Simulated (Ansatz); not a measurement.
Gas-phase electronic energies from Ansatz, PBE0-D4/def2-TZVP geometries. CBS: MP2 limit from def2 TZ/QZ plus the TZ coupled-cluster correction, frozen cores. This one scheme is used for every species. DFT in def2-TZVPP. Each species was taken in one conformer, which may not be the lowest.

Consider the formal exchange of groups at the Si–Cl bond: `O[Si](O)([SiH3])Cl` + `C=C` → `C=C[Si](O)(O)[SiH3]` + HCl.

| level | ΔE (kcal/mol) |
| --- | --- |
| r2SCAN-D4 | 26.1 |
| PBE0-D4 | 25.2 |
| ωB97X-V | 25.7 |
| PBE | 25.3 |
| SCS-MP2/def2-TZVPP | 25.3 |
| CCSD/def2-TZVPP | 24.8 |
| SCS-MP2/def2-QZVPP | 25.9 |
| CCSD/CBS(def2) | 25.9 |

(1) What does CCSD(T)/CBS give? (Estimate.)

Largest T1 diagnostic among the species: 0.013.

Results:

(1) Ansatz gave: +25.4 kcal/mol. The listed levels differ from it by 0.7, -0.2, 0.3, -0.1, -0.1, -0.6, 0.5, 0.5 kcal/mol.

In def2-TZVPP, CCSD(T) changes the Hartree–Fock value by −4.3 kcal/mol (the triples alone add −0.5 kcal/mol) and MP2 by −3.4 kcal/mol. The D4 term adds −1.0 kcal/mol with B3LYP and −0.7 kcal/mol with PBE0; it sums over pairs of atoms, weighted by their polarisabilities, and B3LYP, whose exchange is more repulsive, gets the larger term.

CCSD(T)/CBS has its own doubt, a few kJ/mol and more with outer-core shells, so smaller differences from it don't rank the levels.

B3LYP here is the variant with VWN-RPA as its local correlation; programs differ in this.
